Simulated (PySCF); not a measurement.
# B2H2Cl2O3

The system: B2H2Cl2O3, a molecule; neutral, singlet. The structure, one conformer, was relaxed in the gas phase by PBE0-D3(BJ)/def2-SVP. No frequency run checks that it is a minimum.

SMILES: OB(O)OB(Cl)Cl

```xyz
9

O    -0.959    1.007   -0.966
B    -0.803   -0.060   -0.156
O    -1.862   -0.634    0.469
O     0.459   -0.608    0.002
B     1.682   -0.091    0.140
Cl    1.934    1.570    0.667
Cl    3.082   -1.110   -0.156
H    -1.877    1.291   -1.017
H    -1.611   -1.391    1.006
```
(Å; atoms numbered from 1)

Shieldings: GIAO PBE0/pcSseg-2. Shifts are against computed references at the same level: H TMS (σ 31.24 ppm). Core levels by delta-SCF with SCAN, pcX-2 on the ionised atom and pcseg-1 elsewhere, spin-free X2C; from the vacuum level, for chosen atoms.

Task: Give the NMR and core-level values of the distinct atoms.

Result: 
```
atoms   bonded to  σ (ppm)  δ (ppm)  core level (eV)
   O1   1 B + 1 H    240.4        -        1s 539.78
   B2         3 O     81.9        -        1s 199.19
   O3   1 B + 1 H    237.5        -        1s 539.87
   O4         2 B    129.5        -        1s 539.59
   B5  2 Cl + 1 O     65.2        -        1s 199.40
  Cl6         1 B    757.5        -                -
  Cl7         1 B    762.3        -                -
   H8         1 O    27.80     3.45                -
   H9         1 O    28.04     3.20                -
```

Values are those of this one static structure; atoms that internal rotation interchanges would show their mean in an NMR spectrum.

The core-hole state of B5 is spin-contaminated (⟨S²⟩ 0.79 against 0.75 for a pure doublet), so that value and differences from it are less sure.

Task: Which of O1, O3, O4 holds its core electrons tightest, and by how much against the loosest?

Result: O3 (bonded to 1 B + 1 H), by 0.28 eV over O4 (bonded to 2 B).

Task: By CAM-B3LYP/def2-SVPD (TDDFT singlets, Tamm-Dancoff triplets, ionisation by delta-SCF), where does absorption start, and what does vertical ionisation take?

Result: The first singlet with intensity lies at 7.69 eV (f 0.002); what lies below it is dark. The lowest singlet lies at 6.80 eV (f 0.000), the strongest of the first 6 at 7.78 eV (f 0.123), the lowest triplet at 6.64 eV; vertical ionisation takes 11.45 eV.

The 3 runs behind this took 5.1 min in all, one thread each of Arm Neoverse V1 on a shared host, launched as `OMP_NUM_THREADS=1 python cluster_run.py task.json out`.
